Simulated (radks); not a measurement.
The numbers below are computed, except where a source is named.
Ionisation of the cobalt ion Co3+, [Ar] 3d6, to [Ar] 3d5 as the strength of local exchange is varied. Level of theory: scalar-relativistic Kohn-Sham, Slater X-alpha exchange (alpha = 2/3 is LDA exchange), no correlation, spin-unpolarised, spherical densities, point nucleus (a radial shooting solver on a logarithmic mesh with Libxc functionals).

alpha  E(Co3+) (hartree)  exchange (hartree)  IE (eV)  -e of the level emptied (eV)  <r> of it (bohr)
0.552        -1377.10323           -44.12677   50.711                   40.870 (3d)            0.9686
0.613        -1381.99117           -49.16894   52.371                   42.384 (3d)            0.9555
0.729        -1391.33180           -58.84749   55.625                   45.366 (3d)            0.9320
0.851        -1401.21975           -69.15363   59.183                   48.647 (3d)            0.9090
0.857        -1401.70774           -69.66384   59.362                   48.812 (3d)            0.9079
0.922        -1407.00442           -75.21116   61.317                   50.623 (3d)            0.8964
0.976        -1411.41888           -79.84762   62.970                   52.159 (3d)            0.8871
x            -1386.33198           -53.65980   53.870                   43.755 (3d)            0.9444

Which alpha was used in the last row?

Answer. alpha = 0.667. NIST Atomic Spectra Database: 51.3 eV (semi-empirical). The Delta-SCF value meets it near alpha = 0.57. Spin polarisation and multiplet splitting are left out, so open shells lie too high by an amount that depends on their filling.

Beside tabulated values, note that spin-unpolarised runs miss the spin-polarisation part of the exchange energy of open shells.
